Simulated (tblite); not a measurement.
What does the GFN2-xTB structure of `CC(=O)C#C[Si@@H](C)P` look like in three dimensions?

```xyz
17
C5H9OPSi angstrom
C      3.4627   -0.0140   -0.3615
C      2.5671    0.3644    0.7924
O      2.9499    0.9030    1.8021
C      1.1879    0.0177    0.5652
C      0.0280   -0.2870    0.4025
Si    -1.7668   -0.6417    0.0738
C     -2.7615   -0.2698    1.6491
P     -2.5291    0.6630   -1.6011
H      3.1362    0.5081   -1.2597
H      3.3858   -1.0838   -0.5480
H      4.4922    0.2512   -0.1343
H     -1.8517   -2.0472   -0.3482
H     -3.8204   -0.4552    1.4903
H     -2.6481    0.7683    1.9513
H     -2.4314   -0.8929    2.4743
H     -1.4626    0.4023   -2.4444
H     -1.9453    1.8255   -1.1272
```

Orientation and origin are arbitrary. Atoms count from 1 in this order. P8 (three-coordinate phosphorus) is pyramidal (angles 95.1°, 94.8° and 92.4°, sum 282.3°, 0.84 Å off the plane of its three neighbours). The 3 C–C bonds span 1.210 Å (C4≡C5, drawn triple) to 1.509 Å (C1–C2, drawn single), a spread of 0.299 Å. The 2 C–Si bonds span 1.859 Å (C5–Si6, drawn single) to 1.900 Å (Si6–C7, drawn single), a spread of 0.041 Å. Si6 (SiH silicon) is distorted tetrahedral (angles from 106.8° to 113.3°).

Bonds between heavy atoms (Å): C1–C2 1.509, C2=O3 1.207, C2–C4 1.440, C4≡C5 1.210, C5–Si6 1.859, Si6–C7 1.900, Si6–P8 2.256.

Computed geometry: GFN2-xTB, gas phase.

Point group: C1 (no symmetry element, even within 0.4 Å). Its lowest GFN2-xTB frequency is 13 cm⁻¹, too small to tell a flat minimum from a shallow saddle. One conformer, not necessarily the lowest (C5–Si6–P8–H 48° and -45°). 3 starts were optimised and ended at 0.00, 0.03 and 0.81 kcal/mol (GFN2-xTB); the lowest of these is shown.

Hardware: an Arm Neoverse N1 with one thread, no GPU, shared host with 64 logical CPUs at a one-minute load of 62. Cost: 0.77 s wall. These figures are those of the optimisation.
